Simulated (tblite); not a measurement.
C8H11N.
SMILES with atom numbers: `[CH:1]#[C:2][CH2:3][C@@H:4]([CH3:5])[C@@H:6]([CH3:7])[C:8]#[N:9]` (hydrogens: H10 on C1; H11, H12 on C3; H13 on C4; H14, H15, H16 on C5; H17 on C6; H18, H19, H20 on C7)

Structure optimised with GFN2-xTB, isolated species.

(1) List the bond lengths, angles and torsions at this level.

## Answers

(1) 
```
                  bond  length (Å)   order
                 C1≡C2       1.197  triple
                 C2–C3       1.449  single
                 C3–C4       1.539  single
                 C4–C5       1.526  single
                 C4–C6       1.545  single
                 C6–C7       1.532  single
                 C6–C8       1.444  single
                 C8≡N9       1.144  triple
                C1–H10       1.049  single
                C3–H11       1.094  single
                C3–H12       1.095  single
                C4–H13       1.097  single
C5–H14, C5–H15, C5–H16       1.088  single
                C6–H17       1.099  single
C7–H18, C7–H19, C7–H20       1.088  single
```

Bonds in one row agree within 0.01 Å and their mean is given. Orders are formal, as drawn. A selection of angles:
```
     angle  degrees
 C2–C1–H10    178.5
  C1–C2–C3    177.8
  C2–C3–C4    111.7
 C2–C3–H11    108.7
 C2–C3–H12    109.2
 C4–C3–H11    109.5
 C4–C3–H12    109.6
H11–C3–H12    108.2
  C3–C4–C5    110.0
  C3–C4–C6    109.6
 C3–C4–H13    108.3
  C5–C4–C6    112.2
 C5–C4–H13    109.1
 C6–C4–H13    107.4
 C4–C5–H14    111.1
 C4–C5–H15    110.2
H14–C5–H15    107.9
H14–C5–H16    108.6
  C4–C6–C7    113.3
  C4–C6–C8    110.3
 C4–C6–H17    107.6
  C7–C6–C8    109.3
 C7–C6–H17    108.9
 C8–C6–H17    107.2
 C6–C7–H18    111.1
 C6–C7–H19    109.9
H18–C7–H19    108.9
H18–C7–H20    108.1
  C6–C8–N9    179.4
```

Torsions: C2–C3–C4–C5 174° (antiperiplanar); C3–C4–C6–C7 172° (antiperiplanar).

The 7 C–C bonds span 1.197 Å (C1≡C2, drawn triple) to 1.545 Å (C4–C6, drawn single), a spread of 0.348 Å. Of the pairs four or more bonds apart, C2···H17 is among the closest relative to their van der Waals radii: 2.53 Å, 87 % of the sum of Bondi's values.

Point group: C1 (no symmetry element, even within 0.4 Å). Its GFN2-xTB frequencies are all real (lowest 42 cm⁻¹). One conformer, not necessarily the lowest.

The numbers are calculated, not measured.
